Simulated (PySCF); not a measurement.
In(F)(Vi)2, SMILES [In]([CH]=C)([CH]=C)[F] at its B3LYP/def2-SVP optimised geometry (Å):

```
12

In    -0.5879    -0.5593     0.0000
F     -1.1242    -2.4760     0.0188
C     -2.3019     0.7287     0.0000
C     -2.2397     2.0670    -0.0137
H     -3.2857     0.2433     0.0139
H     -3.1454     2.6882    -0.0114
H     -1.2934     2.6204    -0.0281
C      1.5550    -0.5593     0.0000
C      2.1894    -1.7394     0.0389
H      2.1365     0.3698    -0.0284
H      3.2857    -1.8100     0.0437
H      1.6419    -2.6882     0.0668
```

Calculation: B3LYP/def2-TZVP, def2 effective core potentials past Kr (PySCF). The core electrons that the potentials of In replace are not part of the density.

Map of the LUMO amplitude (bohr^(-3/2)) on the plane z = 1.0 Å; orbital energy -1.96 eV, overall sign arbitrary:

```
|44444444444444444444444444444|
|44444444444444444444444444444|
|44444433333444444444444444444|
|44444333333334444444444444444|
|44433333333333444444444444444|
|44433333333333444444444444444|
|44333322222333444444444444444|
|44333321112233444444444444444|
|44333220001234444444444444444|
|44333321001334444444444444444|
|44433322123444544444444444444|
|44444433444555555544444444444|
|44444445666666665554444444444|
|44444456677888776655444444444|
|44444456678999987665444444444|
|44444455678999987665433334444|
|44444445668999987653333333444|
|44444445567788876532112333344|
|44444444555666665320012233344|
|44444444444455554310002233344|
|44444444443334444321112333344|
|44444444433333443322223333444|
|44444444433333443333333333444|
|44444444443334444333333334444|
|44444444444444444333333344444|
|44444444444444444443334444444|
|44444444444444444444444444444|
|44444444444444444444444444444|
|44444444444444444444444444444|
```
Scale: ten equal steps from -0.061 (start of '0') to 0.088 (end of '9'), in the order '0123456789'; x runs from -5.50 to 5.50, y from -5.50 (bottom) to 5.50 (top).
